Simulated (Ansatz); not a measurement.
Consider the hydrogen abstraction from the Si–H bond: `F[SiH2]N[SiH3]` + Cl• → `F[SiH2]N[SiH2]`• + HCl.

Gas-phase electronic energies from Ansatz, PBE0-D4/def2-TZVP geometries. CBS: MP2 limit from def2 TZ/QZ plus the TZ coupled-cluster correction, frozen cores. This one scheme is used for every species, atoms too. DFT in def2-TZVPP. No spin–orbit coupling; open shells (•) take unrestricted orbitals. Spin–orbit coupling would lower the free atoms: a little for Cl. One conformer a species, not always the lowest.

CCSD(T)/CBS gives -0.45 eV.

Task: Another level gave -0.54 eV. Which?
A. ωB97X-V/def2-TZVPP
B. r2SCANh/def2-TZVPP
C. PBE/def2-TZVPP
D. BLYP/def2-TZVPP

Result: D. BLYP -0.54, r2SCANh -0.59, PBE -0.72, ωB97X-V -0.41 eV.

Largest T1 diagnostic among the species: 0.014.

In def2-TZVPP, CCSD(T) changes the Hartree–Fock value by −0.41 eV (the triples alone add −0.06 eV) and MP2 by −0.52 eV. From r2SCAN to r2SCAN0 (25 % exact exchange), in def2-TZVPP and without D4, ΔE moves by +0.10 eV. At CCSD(T), def2-SVP lies +0.19 eV from the extrapolated value and def2-TZVPP +0.05 eV.

CCSD(T)/CBS has its own doubt, a few kJ/mol and more with outer-core shells, so smaller differences from it don't rank the levels.
